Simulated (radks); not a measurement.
Values are calculated unless marked as measured or tabulated.
Spherical quantum dot in the effective-mass picture: electrons in a parabolic well V = omega^2 r^2 / 2 with omega = 0.0904, all in effective atomic units (hartree* = m*/eps^2 hartree, bohr* = eps/m* bohr), one dielectric constant everywhere. Level of theory: non-relativistic Kohn-Sham, PBEsol, spin-polarised, spherical densities (a radial shooting solver with Libxc functionals). Levels are named by radial order and angular momentum (1s, 1p, 1d, 2s, ...), and open shells are averaged over m. Results are scaled to m* = 0.103 and eps = 11.7, for which hartree* = 20.47 meV and bohr* = 6.011 nm. At N = 2 the configuration is 1s2. Does electron 3 go into 1d up or 1p up?

Answer. Into 1p up. The total energies of the other choices lie higher by 1.28 meV (1d up).
